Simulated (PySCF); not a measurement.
# Computed structure and properties of [TaO2Br2]−

System: [TaO2Br2]− (singlet); start: template (C2v). Method: PySCF 2.14.0, RKS PBE, Ta def2-SVP with ECP60, O def2-SVP, Br def2-SVP; non-relativistic Hamiltonian with scalar-relativistic core potentials where named; density fitting; no spin-orbit coupling.

Input of the relaxation:

```python
mol = gto.M(atom='''
Ta     0.00000     0.00000     0.52146
O      0.89720     0.89720     1.41866
O     -0.89720    -0.89720     1.41866
Br     1.40680    -1.40680    -0.88534
Br    -1.40680     1.40680    -0.88534''',
    basis={'Ta': 'def2-SVP', 'O': 'def2-SVP', 'Br': 'def2-SVP'},
    ecp={'Ta': 'def2-SVP'},
    charge=-1, spin=0)
mf = dft.RKS(mol, xc='PBE')
mf.grids.atom_grid = (50, 194)
mf = mf.density_fit()  # fitting sets: Ta def2-universal-JKFIT, O def2-universal-JKFIT, Br def2-universal-JKFIT
mf.conv_tol = 1e-08; mf.max_cycle = 55
mf.kernel(dm0)  # dm0: converged density of the start geometry
# quasi-Newton relaxation in Cartesian coordinates to a largest gradient under 0.00045 Eh/bohr, steps kept in the point group
```

Run from Python with OMP_NUM_THREADS=2; the lines above give its settings. Where DIIS fails, smearing, a level shift and second-order steps follow.
It took 40 s on 2 threads of Arm Neoverse V1, on a shared host, from the converged density of the start.

Course of the relaxation:

```
step  energy above end (eV)  largest force component within the symmetry (eV/Å)
   0                 3.5101                                              19.868
   1                 0.3047                                               4.170
   2                 0.0577                                               1.594
   3                 0.0036                                               0.105
   4                 0.0005                                               0.071
   5                 0.0000                                               0.044
   6                 0.0000                                               0.009
```

Relaxed geometry (C2v):

```xyz
5

Ta    0.0000    0.0000    0.4552
O     0.9994    0.9994    1.5173
O    -0.9994   -0.9994    1.5173
Br    1.5146   -1.5146   -0.9509
Br   -1.5146    1.5146   -0.9509
```

| contact | Å |
| --- | --- |
| Ta1–O2 (O) | 1.768 |
| Ta1–O3 (O) | 1.768 |
| Ta1–Br4 (Br) | 2.562 |
| Ta1–Br5 (Br) | 2.562 |

On the finer grid (75, 302):

The HOMO is -1.71 eV, the LUMO is 2.24 eV and the dipole about the centre of mass is 2.92 D. The set of Mulliken populations of Ta1 outside the core potential is s 2.46, p 6.49, d 3.30, f 0.16. The D3(BJ) dispersion energy (not in the energies) is -0.153 eV.

```tsv
atom	Mulliken (e)	Löwdin (e)	spin (e)
Ta1	0.59	-0.50	0.00
O2	-0.37	-0.19	0.00
O3	-0.37	-0.19	0.00
Br4	-0.42	-0.06	0.00
Br5	-0.42	-0.06	0.00
```

On the grid (50, 194), as all that follows. Harmonic modes: a minimum; lowest 66 cm⁻¹ (negative: unstable), highest 919 cm⁻¹, zero-point energy 0.190 eV.

Rigid scan of O along the line from its metal:

| distance to O2 (Å) | energy (eV) |
| --- | --- |
| 1.47 | 3.345 |
| 1.57 | 1.233 |
| 1.67 | 0.256 |
| 1.77 | 0.000 |
| 1.87 | 0.186 |
| 1.97 | 0.636 |
| 2.07 | 1.230 |
| 2.22 | 2.233 |

Taking off one Br (charge -1, singlet; the rest: singlet) in vacuum, both parts rigid, costs 4.69 eV; the small basis without counterpoise inflates it.

Rigid scan of Br along the line from its metal:

(distance to Br4 (Å), energy (eV)): (2.26, 0.674), (2.36, 0.258), (2.46, 0.058), (2.56, 0.000), (2.66, 0.044), (2.76, 0.149), (2.96, 0.469), (3.26, 1.028), (3.66, 1.709), (4.16, 2.360)

One start shape was tried, so this needn't be the lowest isomer.
